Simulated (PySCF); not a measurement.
A geometry optimisation, step by step.

Species: C3H7ClOSi.
SMILES with atom numbers: `[CH2:1]=[CH:2][CH2:3][O:4][SiH2:5][Cl:6]` (hydrogens: H7, H8 on C1; H9 on C2; H10, H11 on C3; H12, H13 on Si5)

Computed by this run: PBE0-D3(BJ)/def2-SVP geometry optimisation, gas phase (PySCF 2.14.0); density fitting, grid level 1; the optimiser is geomeTRIC in internal coordinates, started from a GFN2-xTB structure with every atom displaced at random (about 0.01 Å). 7 of its 34 geometries are shown. The frame can shift and turn from step to step; on so coarse a grid that alone can change the energy by a few meV, and forces under 0.02 eV/Å are noise.

Step 0: E = -25649.7791 eV, largest atomic force 3.915 eV/Å
```
atom  x, y, z in Å  |  force x, y, z in eV/Å
C1     -2.601    0.123   -0.298   -2.592   1.185   0.454
C2     -1.409   -0.322   -0.500    2.475  -0.224   0.538
C3     -0.276   -0.113    0.434    1.393   0.186   0.136
O4      0.902    0.331   -0.277   -3.914   0.018   0.078
Si5     2.440    0.104   -0.012    1.362   0.096   1.191
Cl6     3.276    1.038   -1.559    0.985   0.607  -1.105
H7     -2.866    0.722    0.573    0.040   0.087   0.207
H8     -3.403   -0.030   -1.007   -0.334  -0.210  -0.294
H9     -1.156   -0.881   -1.363    0.246  -0.758  -1.202
H10    -0.027   -1.060    0.961   -0.129   0.041  -0.091
H11    -0.515    0.631    1.215   -0.080  -0.043  -0.099
H12     2.876    0.738    1.253    0.177   0.063   0.183
H13     2.765   -1.298   -0.015    0.371  -1.048   0.005
```

Step 6: E = -25650.1231 eV, largest atomic force 0.041 eV/Å
```
atom  x, y, z in Å  |  force x, y, z in eV/Å
C1     -2.633    0.066   -0.241    0.016  -0.004  -0.016
C2     -1.396   -0.337   -0.528   -0.020   0.006   0.009
C3     -0.225   -0.178    0.386   -0.002  -0.011  -0.019
O4      0.827    0.471   -0.292    0.017   0.012   0.016
Si5     2.441    0.286   -0.002   -0.011  -0.026   0.029
Cl6     3.424    1.077   -1.620    0.005   0.012  -0.014
H7     -2.864    0.576    0.700    0.002  -0.003   0.004
H8     -3.462   -0.095   -0.934   -0.006  -0.007  -0.003
H9     -1.181   -0.833   -1.482    0.000   0.015   0.009
H10     0.099   -1.180    0.737    0.006  -0.007  -0.002
H11    -0.518    0.400    1.281    0.001  -0.007  -0.002
H12     2.883    1.031    1.208   -0.004   0.009  -0.005
H13     2.777   -1.163    0.122   -0.003   0.011  -0.008
```

Step 11: E = -25650.1221 eV, largest atomic force 0.202 eV/Å
```
atom  x, y, z in Å  |  force x, y, z in eV/Å
C1     -2.639   -0.011   -0.176   -0.007  -0.058  -0.057
C2     -1.400   -0.222   -0.618   -0.081   0.085   0.077
C3     -0.201   -0.241    0.270    0.017  -0.111  -0.123
O4      0.816    0.580   -0.267   -0.067  -0.050   0.141
Si5     2.418    0.405    0.095    0.082  -0.066   0.040
Cl6     3.501    0.596   -1.636    0.078   0.143  -0.120
H7     -2.846    0.173    0.884    0.021   0.045  -0.021
H8     -3.499   -0.029   -0.850   -0.010  -0.020  -0.013
H9     -1.208   -0.410   -1.682    0.009   0.023   0.043
H10     0.166   -1.284    0.358    0.002  -0.006   0.021
H11    -0.479    0.090    1.288   -0.002   0.026  -0.016
H12     2.863    1.442    1.062    0.028   0.027  -0.062
H13     2.679   -0.967    0.608   -0.068  -0.037   0.090
```

Step 16: E = -25650.1583 eV, largest atomic force 0.232 eV/Å
```
atom  x, y, z in Å  |  force x, y, z in eV/Å
C1     -2.623   -0.017   -0.297   -0.117   0.021  -0.190
C2     -1.350   -0.134   -0.672   -0.037  -0.017   0.228
C3     -0.227   -0.297    0.298    0.092  -0.046  -0.151
O4      0.797    0.630    0.009    0.056   0.076   0.151
Si5     2.420    0.424    0.215   -0.044  -0.006  -0.050
Cl6     3.351    0.350   -1.626    0.005  -0.048  -0.016
H7     -2.926   -0.004    0.756    0.079   0.007  -0.002
H8     -3.422    0.070   -1.037   -0.043  -0.008  -0.005
H9     -1.069   -0.137   -1.732   -0.022   0.011   0.038
H10     0.161   -1.333    0.232    0.023  -0.009   0.024
H11    -0.591   -0.152    1.331   -0.005   0.011  -0.026
H12     2.987    1.589    0.936   -0.025   0.005   0.005
H13     2.661   -0.866    0.922    0.038   0.003  -0.006
```

Step 22: E = -25650.2273 eV, largest atomic force 0.084 eV/Å
```
atom  x, y, z in Å  |  force x, y, z in eV/Å
C1     -2.587    0.042   -0.284   -0.020   0.040  -0.005
C2     -1.291   -0.008   -0.587    0.051  -0.020   0.007
C3     -0.222   -0.373    0.390    0.065   0.016   0.051
O4      0.786    0.617    0.424    0.031   0.058  -0.009
Si5     2.400    0.414    0.162   -0.048  -0.007   0.009
Cl6     2.763   -0.139   -1.800   -0.024  -0.044  -0.028
H7     -2.937   -0.144    0.737   -0.022  -0.036  -0.011
H8     -3.345    0.274   -1.036    0.003   0.018   0.007
H9     -0.943    0.207   -1.604   -0.008  -0.025  -0.031
H10     0.207   -1.357    0.117   -0.018  -0.003  -0.016
H11    -0.652   -0.472    1.401   -0.005  -0.027   0.005
H12     3.037    1.729    0.393    0.002   0.016   0.045
H13     2.957   -0.669    1.022   -0.006   0.015  -0.023
```

Step 28: E = -25650.2419 eV, largest atomic force 0.047 eV/Å
```
atom  x, y, z in Å  |  force x, y, z in eV/Å
C1     -2.525    0.103   -0.343    0.002   0.002   0.003
C2     -1.214   -0.003   -0.549   -0.001  -0.006  -0.007
C3     -0.224   -0.380    0.506    0.010   0.015  -0.017
O4      0.795    0.597    0.610    0.018  -0.005   0.043
Si5     2.355    0.381    0.126   -0.015  -0.002  -0.024
Cl6     2.395   -0.131   -1.883    0.020  -0.006  -0.020
H7     -2.962   -0.066    0.647   -0.006   0.001  -0.002
H8     -3.214    0.358   -1.153    0.000   0.001   0.003
H9     -0.789    0.179   -1.544   -0.001  -0.002   0.002
H10     0.208   -1.371    0.261   -0.002  -0.005   0.014
H11    -0.720   -0.474    1.486   -0.006   0.006   0.000
H12     3.056    1.671    0.319   -0.011   0.007   0.003
H13     3.010   -0.742    0.852   -0.008  -0.006   0.003
```

Step 33: E = -25650.2490 eV, largest atomic force under 0.02 eV/Å
```
atom  x, y, z in Å  |  force x, y, z in eV/Å
C1     -2.469    0.137   -0.440    0.001  -0.004   0.002
C2     -1.157   -0.071   -0.542   -0.005   0.001  -0.004
C3     -0.259   -0.335    0.625    0.000  -0.001   0.001
O4      0.813    0.587    0.681   -0.002  -0.004  -0.006
Si5     2.329    0.324    0.091   -0.001   0.002   0.007
Cl6     2.329    0.239   -1.981   -0.003   0.001  -0.005
H7     -2.972    0.145    0.533    0.001   0.002   0.000
H8     -3.092    0.303   -1.322    0.000  -0.002  -0.001
H9     -0.670   -0.065   -1.524    0.003   0.003   0.003
H10     0.130   -1.373    0.567   -0.001   0.000   0.003
H11    -0.824   -0.255    1.567    0.001   0.003  -0.001
H12     3.159    1.474    0.516    0.002  -0.001  -0.001
H13     2.852   -0.989    0.562    0.002   0.001   0.002
```

Problem. Summarise the path.

Solution. The energy falls by 45.35 kJ/mol from step 0 to step 33; nine tenths of that is first reached at step 21. It rises by more than 0.2 meV at steps 3, 11 and 24. The largest force goes from 3.915 to under 0.02 eV/Å. Among the bonds Si5–Cl6 changes most, from 1.991 to 2.074 Å; the atoms move by 0.751 Å rms after alignment.

Problem. Follow the three bonds and two angles with the largest change from start to end.

Solution. 
| step | E above end (kJ/mol) | largest force (eV/Å) | Si5–Cl6 (Å) | O4–Si5 (Å) | Si5–H13 (Å) | O4–Si5–Cl6 (°) | C3–O4–Si5 (°) |
| --- | --- | --- | --- | --- | --- | --- | --- |
| 0 | 45.35 | 3.915 | 1.991 | 1.578 | 1.439 | 102.2 | 131.9 |
| 1 | 13.82 | 0.636 | 2.070 | 1.664 | 1.495 | 107.6 | 126.0 |
| 3 | 12.74 | 0.211 | 2.051 | 1.649 | 1.489 | 106.0 | 125.7 |
| 4 | 12.41 | 0.050 | 2.051 | 1.650 | 1.490 | 106.2 | 125.8 |
| 6 | 12.15 | 0.041 | 2.052 | 1.651 | 1.492 | 106.7 | 126.4 |
| 7 | 11.99 | 0.048 | 2.053 | 1.651 | 1.492 | 106.9 | 126.9 |
| 9 | 11.63 | 0.072 | 2.058 | 1.649 | 1.492 | 107.4 | 127.8 |
| 10 | 11.55 | 0.064 | 2.057 | 1.649 | 1.492 | 107.5 | 127.4 |
| 11 | 12.25 | 0.202 | 2.051 | 1.651 | 1.489 | 108.5 | 123.6 |
| 13 | 11.29 | 0.080 | 2.055 | 1.651 | 1.491 | 108.0 | 125.8 |
| 14 | 10.41 | 0.137 | 2.057 | 1.652 | 1.491 | 108.9 | 126.6 |
| 16 | 8.75 | 0.232 | 2.064 | 1.649 | 1.491 | 109.7 | 127.3 |
| 17 | 8.11 | 0.183 | 2.066 | 1.646 | 1.490 | 109.6 | 127.4 |
| 19 | 5.61 | 0.125 | 2.068 | 1.648 | 1.493 | 110.7 | 127.9 |
| 20 | 5.34 | 0.351 | 2.073 | 1.651 | 1.496 | 113.0 | 128.3 |
| 22 | 2.09 | 0.084 | 2.070 | 1.648 | 1.491 | 110.8 | 127.5 |
| 23 | 1.28 | 0.088 | 2.072 | 1.645 | 1.489 | 110.0 | 126.0 |
| 24 | 4.16 | 0.205 | 2.076 | 1.644 | 1.486 | 108.1 | 123.3 |
| 26 | 1.09 | 0.047 | 2.074 | 1.647 | 1.488 | 109.7 | 125.4 |
| 27 | 0.95 | 0.048 | 2.073 | 1.647 | 1.489 | 109.5 | 125.2 |
| 29 | 0.29 | 0.113 | 2.074 | 1.651 | 1.490 | 110.3 | 123.8 |
| 30 | 0.21 | 0.152 | 2.074 | 1.651 | 1.491 | 111.1 | 123.6 |
| 32 | 0.01 | 0.024 | 2.073 | 1.648 | 1.490 | 111.3 | 125.1 |
| 33 | 0.00 | under 0.02 | 2.074 | 1.648 | 1.490 | 111.4 | 125.4 |

The cost below is that of the whole optimisation. On an Arm Neoverse N1 with one thread, no GPU, on a shared host, this took 6.0 min of wall time and 0.53 GiB of memory at its peak.
